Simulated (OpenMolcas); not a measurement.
Au2+ among 4 point charges of -2.5 e arranged as a square (D4h), 1.75 Å from the ion. The active orbitals were held to one l.

| Item | Value |
| --- | --- |
| Program | OpenMolcas |
| Method | CASSCF |
| Basis | ANO-RCC-VDZP [7s6p4d2f] |
| Scalar Hamiltonian | DKH2, point nucleus |
| Active space | 9 electrons in 5 orbitals (5d) |
| State averaging | 2S+1 = 2 even, 5 roots |
| Spin-orbit coupling | state interaction with AMFI integrals over the reference wave functions |

What is the spin-free ground state (labels of D4, the rotations of D4h)?

2B1, 1-fold in its orbital part, 100 % from free-ion D terms; it has the highest spin that d9 allows.

Where is the first state of the same spin?

2B2 at 21100 cm-1 above the ground state.

What are the lowest two levels with spin-orbit coupling?

A 2-fold level E3/2 with g = 1.97, 1.97, 3.82, then a 2-fold level E3/2 23574 cm-1 above it. Their leading multiplicities are 2 (100 %) and 2 (100 %).

What is χT at 300 K, and how does it compare with the textbook value?

The lowest level has 2S+1 = 2, for which the spin-only value is χT = S(S+1) / 2 = 0.375 cm3 K/mol (g = 2). The computed 0.708 at 300 K differs by +0.333, through orbital momentum, spin-orbit coupling and any other state in reach.

Point charges carry no covalency, so the field is a model and not that of real ligands. No measured value stands beside these numbers.
